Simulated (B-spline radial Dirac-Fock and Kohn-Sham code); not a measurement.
K-line shifts caused by a second vacancy in Lu³²⁺

System: lutetium as Lu³²⁺, [Kr] 4d3.

Model: multi-electron Dirac-Fock with separately optimised hole states, Breit and Lamb-shift corrections added in first order. Program: a radial B-spline solver. Each two-hole energy is an average over J within one jj subconfiguration, not an observable level; in light atoms, where LS coupling holds, the j-resolved values are not observed lines, and for a K spectator the Kα1 hypersatellite is nearly forbidden. The model has no electron correlation.

Lines without a spectator: Kα2 (K-L2) 52955.4 eV, Kα1 (K-L3) 54060.4 eV, Kβ3 (K-M2) 61067.9 eV, Kβ1 (K-M3) 61312.2 eV. Shifts in eV with one spectator hole (a dash: not computed, or left out as unreliable):

```
spectator hole     Kα2     Kα1      Kβ3      Kβ1
        K (1s)  +922.9  +986.6  +1195.4  +1210.6
    L2 (2p1/2)  +115.9  +154.6        –   +301.6
    L3 (2p3/2)   +91.0   +98.5   +233.1        –
    M2 (3p1/2)       –  +24.35    +50.6    +59.9
    M3 (3p3/2)  +13.95       –    +44.7    +45.4
    M4 (3d3/2)   +4.69   +1.23        –        –
    M5 (3d5/2)   -0.60   +3.31        –        –
```
